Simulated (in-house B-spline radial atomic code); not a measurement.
## Binding energies in Re7+

NIST's tabulated ground configuration is [Xe] 4f14; each binding energy is the energy of the ion with one electron taken from that subshell, relaxed, less that of the parent. Computed with an all-electron radial atomic-structure program (B-spline basis): Dirac-Hartree-Fock, average of configuration, Fermi nucleus of rms radius 5.3698 fm. Energies include first-order Breit, QED and recoil terms.

| subshell | X-ray name | binding energy (eV) | -ε (eV) | relaxation (eV) |
| --- | --- | --- | --- | --- |
| 1s | K | 71785.2 | 72236.1 | 85.4 |
| 2s | L1 | 12648.2 | 12743.4 | 49.8 |
| 2p1/2 | L2 | 12072.4 | 12171.2 | 54.3 |
| 2p3/2 | L3 | 10648.9 | 10728.6 | 51.1 |
| 3s | M1 | 3051.8 | 3087.7 | 26.7 |
| 3p1/2 | M2 | 2797.3 | 2833.6 | 27.8 |
| 3p3/2 | M3 | 2484.3 | 2515.5 | 26.1 |
| 3d3/2 | M4 | 2062.5 | 2094.5 | 28.8 |
| 3d5/2 | M5 | 1995.9 | 2026.2 | 28.2 |
| 4s | N1 | 742.8 | 754.1 | 9.3 |
| 4p1/2 | N2 | 636.1 | 647.0 | 9.1 |
| 4p3/2 | N3 | 563.1 | 572.0 | 8.0 |
| 4d3/2 | N4 | 387.7 | 395.8 | 7.7 |
| 4d5/2 | N5 | 374.2 | 381.7 | 7.4 |
| 5s | O1 | 192.6 | 194.0 | 1.0 |
| 5p1/2 | O2 | 155.4 | 156.6 | 0.9 |
| 4f5/2 | N6 | 151.8 | 158.2 | 6.5 |
| 4f7/2 | N7 | 149.4 | 155.5 | 6.3 |
| 5p3/2 | O3 | 143 | 143.8 | 0.7 |

Relaxation = -ε minus the binding energy without Breit, QED and recoil terms.

Emission lines follow as differences of binding energies, with λ = 12398.42 eV·Å / E:

```
 line          holes  energy (eV)  wavelength (Å)
 K-L3     1s → 2p3/2      61136.3          0.2028
 K-L2     1s → 2p1/2      59712.8         0.20763
 K-M3     1s → 3p3/2      69300.9         0.17891
L3-M5  2p3/2 → 3d5/2       8653.0          1.4328
L2-M4  2p1/2 → 3d3/2      10009.9          1.2386
L1-M3     2s → 3p3/2      10163.9          1.2198
L3-M1     2p3/2 → 3s       7597.1           1.632
L2-N4  2p1/2 → 4d3/2      11684.7          1.0611
M5-N7  3d5/2 → 4f7/2       1846.5          6.7146
M4-N6  3d3/2 → 4f5/2       1910.7          6.4889
```

Problem. What screening constant σ does Moseley's law, E = (3/4)·13.6057 eV·(Z - σ)², need for K-L3?

Solution. σ = -2.40.

Moseley's non-relativistic formula needs a falling, then negative, screening constant for heavy elements, because relativity binds the 1s electron more strongly than the formula allows.

Problem. What does it cost to remove both a 4d3/2 and a 5p1/2 electron?

Solution. 566.16 eV, which is 23.04 eV more than the two single binding energies together.

Problem. What does it cost to remove both a 4f7/2 and a 4f5/2 electron?

Solution. 333.01 eV, which is 31.77 eV more than the two single binding energies together.

Problem. What does it cost to remove both a 3d5/2 and a 5s electron?

Solution. 2213.4 eV, which is 24.9 eV more than the two single binding energies together.
